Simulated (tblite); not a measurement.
Species: C4H6F4SSi.
Atom-mapped SMILES: `[CH3:1][S:2]/[C:3](=[CH:4]/[C:5]([F:6])([F:7])[F:8])[SiH2:9][F:10]` (hydrogens: H11, H12, H13 on C1; H14 on C4; H15, H16 on Si9)

Structure used (GFN2-xTB), in Å, numbered top down from 1:
```
atom  x, y, z in Å
C1     2.764   -0.243   -0.089
S2     1.651    1.167    0.189
C3     0.052    0.492    0.095
C4    -0.185   -0.807   -0.123
C5    -1.565   -1.340   -0.217
F6    -2.393   -0.871    0.743
F7    -1.596   -2.676   -0.123
F8    -2.177   -1.036   -1.385
Si9   -1.344    1.764    0.364
F10   -0.657    3.207    0.185
H11    2.587   -0.667   -1.072
H12    3.769    0.166   -0.037
H13    2.626   -0.985    0.692
H14    0.576   -1.557   -0.272
H15   -1.793    1.708    1.742
H16   -2.323    1.687   -0.702
```

Computed with GFN2-xTB (tblite): harmonic, unscaled wavenumbers at the GFN2-xTB geometry, gas phase. Against measured fundamentals such values can be off by several per cent, at times by over 20. Modes of hydrogen on silicon can be 10 to 20 % off. One conformer, not necessarily the lowest.

Harmonic wavenumbers (cm⁻¹): 40.5, 65.0, 75.2, 105.2, 116.1, 124.6, 191.7, 222.6, 234.0, 294.8, 318.7, 357.3, 392.4, 469.1, 510.4, 538.2, 601.5, 616.0, 620.7, 717.6, 728.0, 732.5, 743.5, 825.6, 838.4, 916.1, 928.4, 953.6, 998.3, 1064.6, 1194.5, 1264.7, 1308.6, 1448.0, 1448.3, 1604.5, 2377.9, 2395.3, 3030.5, 3039.0, 3061.3, 3101.6.

A = 1193, B = 701.6, C = 484.2 MHz; mass 189.990 u (most abundant isotopes); point group C1, symmetry number 1.

Zero-point energy?

Half the sum of the wavenumbers: 20307 cm⁻¹ = 58.06 kcal/mol.

What is S at 298.15 K and 1 bar for an ideal gas of classical rigid rotors and harmonic oscillators?

Translation 41.66, rotation 31.05, vibration 39.33: S = 112.0 cal/(mol K).

And Cp and H(298.15 K) − H(0)?

Cp = 45.32 cal/(mol K), of which vibrations give 37.37 (their classical limit is 42 R = 83.5); H(298.15 K) − H(0) = 8.39 kcal/mol without the zero-point energy, 6.02 from vibrations.

Which modes carry the vibrational entropy at 298.15 K?

40.5 cm⁻¹: 5.23; 65.0 cm⁻¹: 4.30; 75.2 cm⁻¹: 4.01; 105.2 cm⁻¹: 3.36; 116.1 cm⁻¹: 3.16; 124.6 cm⁻¹: 3.03 cal/(mol K); the other 36 give 16.24 together.

What must be added to the electronic energy to get the Gibbs energy at 298.15 K and 1 bar?

ZPE + [H(298.15 K) − H(0)] − T·S = 58.06 + 8.39 − 33.41 = 33.04 kcal/mol.

Hindered rotation and anharmonicity are outside this model. Other conformers, if any are populated, would add a mixing term that is left out. The structure is chiral; the term R ln 2 for an equal mix with its mirror image is left out.
